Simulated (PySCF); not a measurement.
CH5F2NSi, SMILES C[Si](N)(F)F.

Geometry optimised at PBE0-D3(BJ)/def2-SVP. This is a generated structure with no PubChem entry under its InChIKey; it may be hypothetical. One conformer was computed; it need not be the lowest.

Computed with PySCF with B3LYP/def2-TZVP.

The molecule is in vacuum.

Question: Estimate the frontier levels, gap, dipole moment and polarisability. (The exact figures need the calculation; the answer reports its results.)

Answer: 
```json
{
 "highest_occupied_level": "-7.89 eV",
 "lowest_empty_level": "0.27 eV",
 "orbital_gap": "8.15 eV",
 "dipole_moment": "2.76 D",
 "quadrupole, principal values (traceless, Buckingham form, about the centre of nuclear charge)": "-7.82, 0.11, 7.71 D·Å",
 "mean_static_polarisability": "41.6 bohr³ (6.16 Å³)",
 "polarisability_principal_values": "37.9, 40.9, 45.9 bohr³"
}
```
